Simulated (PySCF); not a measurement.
B3LYP has the VWN-RPA correlation part, as in Gaussian. 

# H12Si5, SMILES `[SiH3][Si]([SiH3])([SiH3])[SiH3]` (charge 0, multiplicity 1)

Method: B3LYP-D3(BJ)/def2-TZVP // B3LYP-D3(BJ)/def2-SVP (PySCF).

```json
{
  "HOMO": "-7.80 eV",
  "dipole_moment": "0.000 e·Å",
  "HOMO–LUMO gap": "7.33 eV",
  "LUMO": "-0.48 eV",
  "S1 excitation (TDA)": "6.34 eV",
  "S1 oscillator strength": "0.005",
  "vertical ionisation energy (Delta-SCF)": "9.54 eV",
  "total_energy": "-1454.8641 Ha",
  "cost": "very roughly 6 core-minutes"
}
```

```xyz
17

Si     2.1862     0.1377    -0.8500
Si     0.0000     0.0000     0.0000
Si    -0.8458     2.1656     0.3404
Si     0.0255    -1.1609     2.0426
Si    -1.3659    -1.1423    -1.5331
H      2.1879     0.8733    -2.1492
H      3.0682     0.8614     0.1130
H      2.7391    -1.2312    -1.0724
H     -2.2358     2.0961     0.8809
H     -0.8688     2.9177    -0.9491
H      0.0115     2.9059     1.3131
H     -1.3573    -1.2575     2.5971
H      0.5608    -2.5405     1.8439
H      0.8899    -0.4478     3.0292
H     -1.3932    -0.4172    -2.8379
H     -0.8420    -2.5217    -1.7609
H     -2.7602    -1.2387    -1.0078
```
